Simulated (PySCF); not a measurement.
Relaxation of doublet BiSe₂

Method: UPBE0 in PySCF with Bi def2-SVP with ECP60, Se def2-SVP; scalar-relativistic core potentials, no spin–orbit coupling; density-fitted integrals. A (50,194) grid was used.

A hand-made linear start, of D∞h symmetry, held to at least that symmetry:

Coordinates in bohr (charge 0 multiplicity 2):
```
Bi    0.0000    0.0000    0.0000
Se    0.0000    0.0000    4.6865
Se    0.0000    0.0000   -4.6865
```

Question: What does it relax to?

Answer: It ends at D∞h with Bi–Se 2.511 Å (×2); Se–Bi–Se 180.0°. A frequency run shows 2 imaginary modes (one degenerate set), down to 106i cm⁻¹, so it is a higher-order saddle point.

Question: How much energy is released, and in how many steps?

Answer: 1.5 kJ/mol in 2 steps.

Spin–orbit coupling, left out here, can matter for elements this heavy.

The relaxation took 11 s on 2 threads of a shared Intel Xeon Platinum 8375C @ 2.90GHz (Ice Lake) host, with 90 basis functions and 3 gradients; the process peaked at 0.91 GiB. Launch command: `OMP_NUM_THREADS=2 python axn.py task.json out`.
